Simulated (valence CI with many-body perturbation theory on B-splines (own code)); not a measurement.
## E1 line list for Lu LIX

Level of theory: valence CI with perturbative core correlation (CI+MBPT): three valence electrons over a frozen Dirac-Fock core [Ne], a basis of 11 s, 11 p, 10 d, 8 f, 5 g, 2 h functions for each j, with the one-electron correlation potential Σ1, the two-electron term Σ2, the three-electron term Σ3, Breit, model QED; selected CI, second order for the rest, scaled by the run's own slope (own B-spline code, finite nucleus).

No measured spectrum was set against this ion. As an estimate, large intervals hold to a few tenths of a per cent, small ones and those within an open d or f shell to about a per cent.

Lines 201 to 250 of 589 in falling wavelength, among levels below 2962.7 eV, chosen from the strongest by gf and those to the six lowest levels. Wavelengths and rates use the calculated energies. Electric multipoles are in the length gauge, E1 and E2 with the static RPA response of the core. Weak lines are less certain than strong ones. Lines between different terms over intervals too small for the method are left out, as are lines whose strength nearly cancels. The highest levels of a list are the least certain.

Levels are named by their leading jj configuration (3d3/2^4 stands for four electrons in 3d with j = 3/2), which in mixed levels can hold well under half, so a name can repeat and another be missing. Letters in brackets count levels of one name in rising energy.

```csv
λ vac (Å),Upper,Lower,A (s⁻¹),S (a.u.)
42.70,(3p3/2 3d3/2 3d5/2) J=3/2 [c],(3p3/2^2 3d3/2) J=1/2,1.82e+11,2.80e-02
42.68,(3s 3d3/2 3d5/2) J=9/2,(3s 3p3/2 3d3/2) J=7/2,2.89e+11,1.11e-01
42.63,(3s 3p1/2 3d5/2) J=5/2 [b],(3s 3p1/2 3p3/2) J=5/2,6.18e+10,1.42e-02
42.60,(3d5/2^3) J=9/2,(3p3/2 3d5/2^2) J=11/2,3.24e+10,1.24e-02
42.48,(3d3/2 3d5/2^2) J=9/2,(3p3/2 3d3/2 3d5/2) J=9/2 [a],1.36e+11,5.13e-02
42.43,(3p3/2 3d3/2 3d5/2) J=5/2 [d],(3p3/2^2 3d3/2) J=7/2,5.73e+10,1.30e-02
42.22,(3s 3d5/2^2) J=5/2,(3s 3p3/2 3d5/2) J=5/2 [a],3.44e+11,7.67e-02
42.21,(3d3/2 3d5/2^2) J=5/2 [b],(3p3/2 3d3/2 3d5/2) J=5/2 [b],1.17e+11,2.62e-02
41.92,(3s 3p1/2 3d5/2) J=3/2,(3s 3p1/2 3p3/2) J=5/2,1.96e+10,2.85e-03
41.91,(3s 3d5/2^2) J=3/2,(3s 3p3/2 3d5/2) J=3/2 [a],1.84e+11,2.67e-02
41.67,(3d5/2^3) J=3/2,(3p3/2 3d5/2^2) J=5/2 [a],2.17e+11,3.11e-02
41.51,(3s 3d3/2 3d5/2) J=7/2 [b],(3s 3p3/2 3d3/2) J=7/2,5.65e+10,1.60e-02
41.16,(3s 3d5/2^2) J=7/2,(3s 3p3/2 3d5/2) J=5/2 [a],4.35e+10,1.20e-02
41.11,(3s 3d3/2 3d5/2) J=5/2 [b],(3s 3p3/2 3d3/2) J=5/2 [a],7.61e+10,1.57e-02
41.04,(3s 3d5/2^2) J=9/2,(3s 3p3/2 3d5/2) J=9/2,1.56e+11,5.33e-02
41.00,(3s 3p3/2 3d5/2) J=7/2 [b],(3s 3p3/2^2) J=5/2,2.25e+11,6.12e-02
40.53,(3p3/2 3d5/2^2) J=7/2 [b],(3p3/2^2 3d5/2) J=7/2,2.14e+11,5.61e-02
40.33,(3d5/2^3) J=5/2,(3p3/2 3d5/2^2) J=7/2 [a],8.57e+10,1.67e-02
40.26,(3s 3p1/2 3d5/2) J=5/2 [b],(3s 3p1/2 3p3/2) J=3/2 [a],5.97e+09,1.15e-03
39.89,(3p3/2 3d5/2^2) J=3/2 [b],(3p3/2^2 3d5/2) J=1/2,1.44e+11,1.80e-02
39.63,(3s 3p1/2 3d5/2) J=3/2,(3s 3p1/2 3p3/2) J=3/2 [a],4.67e+10,5.74e-03
33.61,(3p3/2^2 3d3/2) J=7/2,(3s 3p3/2 3d5/2) J=5/2 [b],6.58e+10,9.87e-03
29.95,(3p3/2^2 3d5/2) J=7/2,(3s 3p3/2 3d5/2) J=5/2 [b],3.89e+11,4.12e-02
29.80,(3p3/2 3d3/2 3d5/2) J=9/2 [b],(3s 3d5/2^2) J=9/2,9.89e+10,1.29e-02
29.20,(3p3/2 3d3/2 3d5/2) J=7/2 [a],(3s 3d3/2 3d5/2) J=7/2 [b],1.30e+11,1.27e-02
29.06,(3p3/2 3d5/2^2) J=5/2 [a],(3s 3d5/2^2) J=3/2,3.91e+11,2.84e-02
29.06,(3s 3p1/2 3p3/2) J=3/2 [a],(3s^2 3p1/2) J=1/2,7.67e+09,3.72e-04
28.86,(3p3/2^2 3d5/2) J=1/2,(3s 3p3/2 3d5/2) J=3/2 [b],7.31e+11,1.74e-02
28.65,(3p3/2 3d5/2^2) J=5/2 [a],(3s 3d5/2^2) J=7/2,3.37e+11,2.35e-02
28.61,(3s 3p3/2 3d5/2) J=5/2 [a],(3s^2 3d5/2) J=5/2,2.97e+11,2.06e-02
28.57,(3p3/2 3d5/2^2) J=7/2 [a],(3s 3d5/2^2) J=7/2,2.27e+11,2.09e-02
28.54,(3p3/2 3d3/2 3d5/2) J=3/2 [a],(3s 3d3/2 3d5/2) J=3/2 [b],3.23e+11,1.48e-02
28.54,(3p3/2^2 3d5/2) J=9/2,(3s 3p3/2 3d5/2) J=7/2 [b],1.30e+12,1.49e-01
28.52,(3p3/2^2 3d3/2) J=1/2,(3s 3p3/2 3d3/2) J=1/2 [b],9.73e+11,2.23e-02
28.47,(3p3/2^2 3d5/2) J=7/2,(3s 3p3/2 3d5/2) J=7/2 [b],2.79e+11,2.54e-02
28.39,(3p3/2 3d5/2^2) J=9/2,(3s 3d5/2^2) J=7/2,3.49e+11,3.94e-02
28.26,(3s 3p3/2^2) J=5/2,(3s^2 3p3/2) J=3/2,5.14e+11,3.44e-02
28.25,(3p3/2 3d3/2 3d5/2) J=5/2 [b],(3s 3d3/2 3d5/2) J=5/2 [b],5.38e+11,3.59e-02
28.21,(3p1/2 3p3/2 3d5/2) J=3/2 [a],(3s 3p1/2 3d5/2) J=3/2,5.73e+11,2.54e-02
28.16,(3p3/2 3d5/2^2) J=5/2 [a],(3s 3d5/2^2) J=5/2,4.38e+11,2.89e-02
28.12,(3p3/2 3d3/2^2) J=7/2,(3p1/2 3p3/2 3d5/2) J=5/2 [a],1.17e+11,1.03e-02
28.09,(3p1/2 3p3/2^2) J=3/2,(3s 3p1/2 3p3/2) J=1/2,8.63e+11,3.78e-02
28.08,(3p3/2 3d3/2 3d5/2) J=11/2,(3s 3d3/2 3d5/2) J=9/2,1.46e+12,1.92e-01
28.08,(3p3/2 3d5/2^2) J=7/2 [a],(3s 3d5/2^2) J=5/2,8.29e+11,7.25e-02
28.08,(3p3/2^2 3d3/2) J=7/2,(3s 3p3/2 3d3/2) J=5/2 [b],1.85e+12,1.62e-01
28.05,(3s 3p3/2 3d5/2) J=7/2 [a],(3s^2 3d5/2) J=5/2,1.08e+11,9.41e-03
27.99,(3p3/2 3d5/2^2) J=11/2,(3s 3d5/2^2) J=9/2,1.03e+12,1.34e-01
27.98,(3p3/2 3d3/2 3d5/2) J=7/2 [b],(3s 3d3/2 3d5/2) J=7/2 [b],5.92e+11,5.12e-02
27.97,(3p3/2^2 3d3/2) J=3/2 [a],(3s 3p3/2 3d3/2) J=3/2 [b],6.30e+11,2.72e-02
27.97,(3p3/2 3d3/2 3d5/2) J=9/2 [a],(3s 3d3/2 3d5/2) J=7/2 [a],9.28e+11,1.00e-01
```
